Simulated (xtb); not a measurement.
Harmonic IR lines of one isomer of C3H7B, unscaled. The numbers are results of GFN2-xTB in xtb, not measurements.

wavenumber (cm⁻¹): 710 (w), 814 (w), 833 (vs), 944 (w), 1009 (w), 1121 (w), 1213 (m), 1275 (w), 1393 (w), 1475 (w), 1651 (vs), 2630 (s), 2662 (vs), 2990 (w), 3006 (w), 3013 (m), 3049 (s)

Problem. Say which structure gives these lines.
A) `B=C(C)C`
B) `B/C=C\C`
C) `B/C=C/C`
D) `BCC=C`

Solution. C, `B/C=C/C`
